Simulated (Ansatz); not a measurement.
Relaxation of ClGeH5 (7 atoms, charge 0, multiplicity 1), to a largest force component of 0.03 eV/Å in at most 50 steps.

Level of theory: RKS revPBE-D4/def2-SVP in Ansatz 0.2.0.

```xyz
7
Properties=species:S:1:pos:R:3:forces:R:3
Ge -0.431 0.000 -0.416 -0.02 0.00 -0.55
Cl 0.099 0.000 2.980 -0.82 0.00 0.03
H 0.935 0.000 0.288 -0.01 0.00 0.00
H -0.574 1.266 -1.304 0.00 -0.01 0.00
H -0.574 -1.266 -1.304 0.00 0.01 0.00
H -1.630 0.000 0.570 -0.03 0.00 0.06
H -1.077 0.000 2.345 0.90 0.00 0.46
```

Q: Where does it end, and by what steps?

A: It converged. After 5 steps the energy has fallen by 0.136 eV; Cl2 moved furthest, 0.45 Å.

| step | energy less start (eV) | largest force component (eV/Å) | accepted |
| --- | --- | --- | --- |
| 0 | 0.0000 | 0.897 | yes |
| 1 | -0.0910 | 0.705 | yes |
| 2 | -0.1247 | 0.525 | yes |
| 3 | -0.0746 | 1.653 | no |
| 4 | -0.1339 | 0.166 | yes |
| 5 | -0.1365 | 0.011 | yes |

```xyz
7
Properties=species:S:1:pos:R:3
Ge -0.451 0.000 -0.572
Cl 0.020 0.000 3.426
H 0.908 0.000 0.166
H -0.584 1.269 -1.451
H -0.584 -1.269 -1.451
H -1.605 0.000 0.472
H -0.953 0.000 2.568
```

Whether the end is a true minimum wasn't checked by a vibrational analysis.

The run took 14 s on 1 thread of Intel(R) Xeon(R) Platinum 8259CL CPU @ 2.50GHz (Skylake/Cascade Lake) (shared host), peak memory 0.14 GiB.
